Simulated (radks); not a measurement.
Rb+, configuration [Ar] 3d10 4p6 5p2 (not the ground configuration). Method: scalar-relativistic Kohn-Sham, PBE, spin-polarised, spherical densities, point nucleus; open shells are filled with parallel spins first (spin-orbit coupling, left out, can overturn this in heavy ions); computed with a radial shooting solver on a logarithmic mesh with Libxc functionals.

Normalised radial functions P(r) = r R(r), r in bohr:

```
   r/bohr * 3p down, o 4s up, + 4p down (the largest magnitude, 1.49, reaches the edge; | marks zero, & curves that meet)
 0.002804                             &o
  0.00377                             &o
 0.005069                             & o
 0.006761                             & o
  0.00909                             +* o
  0.01212                             +* o
   0.0163                             |+*o
  0.02174                             |+ &
  0.02923                             | +o *
   0.0393                             | o+    *
  0.05241                             o   +      *
  0.07047                          o  |    +        *
  0.09399                        o    |    +         *
   0.1264                       o     |   +        *
   0.1685                         o   |+   *
   0.2266                      *   +  | o
   0.3047         *            +      |      o
   0.4063  *                  +       |        o
   0.5463    *                    +   |   o
   0.7286            *          o     |   +
   0.9796              o      *       |           +
    1.307           o              *  |               +
    1.757                o            *             +
    2.362                       o     *       +
     3.15                           o *  +
    4.235                             &+
    5.649                             &
    7.595                             &
    10.13                             &
    13.62                             &
```

3p down: eigenvalue -249.04 eV, 1 radial node at r = 0.194 bohr, <r> = 0.518 bohr, 90 % of the charge inside 0.788 bohr. 4s up (empty): eigenvalue -51.754 eV, 3 radial nodes at r = 0.0514, 0.209, 0.615 bohr, <r> = 1.39 bohr, 90 % of the charge inside 2.02 bohr. 4p down: eigenvalue -34.196 eV, 2 radial nodes at r = 0.187, 0.637 bohr, <r> = 1.57 bohr, 90 % of the charge inside 2.32 bohr.
